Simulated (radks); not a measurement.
Problem. Hf+, configuration [Xe] 4f14 6s2 5f1 (not the ground configuration). All-electron calculation, scalar-relativistic Kohn-Sham, BLYP, spin-unpolarised, spherical densities, point nucleus. Program: a radial shooting solver on a logarithmic mesh with Libxc functionals. Some entries of the table are withheld. Estimate them.

orbital,occ.,eigenvalue (eV),<r> (bohr)
1s,2,(1),0.01898
2s,2,-11183.56,0.08036
2p,6,-9821.571,0.07172
3s,2,-2560.782,(2)
3p,6,-2154.000,0.2085
3d,10,(3),0.1890
4s,2,(4),(5)
4p,6,-395.5547,0.4977
4d,10,-223.2373,0.5353
5s,2,-83.5877,1.128
5p,6,-51.7084,1.321
4f,14,-33.4317,0.6731
5d,0,-16.4146,1.986
6s,2,-15.9352,2.894
6p,0,-9.9830,(6)
5f,1,-2.3579,7.711

Solution. 
(1) 1s eigenvalue (eV): -65312.05
(2) 3s <r> (bohr): 0.2086
(3) 3d eigenvalue (eV): -1672.729
(4) 4s eigenvalue (eV): -528.9739
(5) 4s <r> (bohr): 0.4682
(6) 6p <r> (bohr): 3.640
